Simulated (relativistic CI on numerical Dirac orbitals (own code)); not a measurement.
## What each ingredient does to the levels of Zn7+

Base calculation: Dirac-Coulomb-Breit CI, orbitals from a KLI potential per configuration, model QED, unscaled Slater integrals.

CI space (outside the closed core [Ne]): 3s²3p⁶3d⁵, 3s²3p⁵3d⁶, 3s²3p⁶3d⁴4s, 3s²3p⁶3d⁴4p, 3s3p⁶3d⁶, 3s²3p⁶3d⁴4d, 3s²3p⁶3d³4s4p, 3s²3p⁶3d⁴5s, 3s²3p⁶3d⁴4f, 3s²3p⁶3d⁴5p, 3s²3p⁶3d⁴5f, 3s²3p⁶3d³4s², 3s²3p⁶3d²4s²4p, 3s²3p⁶3d²4s²4d, 3s²3p⁶3d²4s²5s, 3p⁶3d⁷, 3p⁵3d⁸. Double excitations out of closed p, d and f shells are left out; levels of such configurations are missing from the list, as are those of other unlisted configurations, and high levels can miss mixing partners.

Variants: (1) P86 correlation estimate; (2) QED terms removed; (3) non-relativistic limit. Shifts of the energy above 3s²3p⁶3d⁵ ⁶S5/2, in cm⁻¹, for the lowest level and the first level of each name with at least 55 % of one term (blank where a level changes its place among those of its configuration and J or its character, or is not in the variant):

```
           Level     Base  Δ(1)   Δ(2)     Δ(3)
 3s²3p⁶3d⁵ ⁶S5/2      0.0   0.0    0.0      0.0
3s²3p⁶3d⁵ ⁴G11/2  54881.6  -0.8   +0.4   +492.7
 3s²3p⁶3d⁵ ⁴G5/2  54968.3  -0.8   +2.2   +406.0
 3s²3p⁶3d⁵ ⁴G7/2  55057.6  -0.8   +0.9   +316.7
 3s²3p⁶3d⁵ ⁴G9/2  55058.4  -0.8    0.0   +315.9
 3s²3p⁶3d⁵ ⁴P5/2  61419.3  +2.5   +8.9  +1292.0
 3s²3p⁶3d⁵ ⁴P3/2  61878.5  +2.5   +6.2   +832.8
 3s²3p⁶3d⁵ ⁴P1/2  62378.6  +2.6   +2.9   +332.7
 3s²3p⁶3d⁵ ⁴D7/2  67028.8  +2.5   +2.0   +363.7
 3s²3p⁶3d⁵ ⁴D1/2  67680.6  +2.5   -1.4   -288.1
 3s²3p⁶3d⁵ ⁴D3/2  68013.1  +2.5   -3.8   -620.7
 3s²3p⁶3d⁵ ⁴D5/2  68017.9  +2.5   -3.9   -625.4
3s²3p⁶3d⁵ ²I11/2  79248.7  -3.9   +1.7   +809.7
3s²3p⁶3d⁵ ²I13/2  79447.1  -3.9   -1.2   +611.3
 3s²3p⁶3d⁵ ²D5/2  85293.2  +2.2  +10.9  +2406.6
 3s²3p⁶3d⁵ ²D3/2  87081.3  +2.6   +4.5   +618.5
 3s²3p⁶3d⁵ ²F7/2  89432.7  +2.1   +3.4   +528.2
 3s²3p⁶3d⁵ ⁴F9/2  91616.6  +2.7   +3.9   +861.1
 3s²3p⁶3d⁵ ⁴F5/2  91757.7  +2.7   -1.3         
 3s²3p⁶3d⁵ ⁴F7/2  92247.8  +2.7   -1.1   +229.9
 3s²3p⁶3d⁵ ⁴F3/2  92964.6  +2.9   -4.4   -486.9
 3s²3p⁶3d⁵ ²H9/2  96242.2  -0.4   +3.7  +1398.5
```

At this charge configurations can still be misplaced by up to about 7 % of their energy. Terms inside the open d or f shell come out 10 to 20 % too wide with unscaled integrals.

Ionisation energy from the two ground configurations alone: base 172.691 eV; P86 correlation estimate 174.255 eV. The NIST ASD value (semi-empirical) is 173.9 eV.
